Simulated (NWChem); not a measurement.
Species: CdHSeCl; SMILES [Cl][Cd][SeH]

```xyz
4

Cd     0.3403    -0.2519    -0.0078
Cl     0.4035    -2.5427     0.0072
Se     0.2865     2.1941    -0.0221
H     -1.1860     2.1906    -0.0268
```
Atoms are numbered in this order, from 1.

All runs: NWChem. The geometry was optimised at PBE0/def2-SVP. def2 effective core potentials on Cd; no spin-orbit coupling. Static field.

For level LDA (Slater exchange, VWN5)/def2-SVPD:

| Item | Result |
|---|---|
| isotropic polarisability (bohr³) | 80.5 |
| anisotropy (bohr³) | 61.3 |

Problem. Estimate the same quantities for level B3LYP/def2-SVPD.

Solution. 
| Item | Result |
|---|---|
| isotropic polarisability (bohr³) | 77.9 |
| anisotropy (bohr³) | 56.9 |
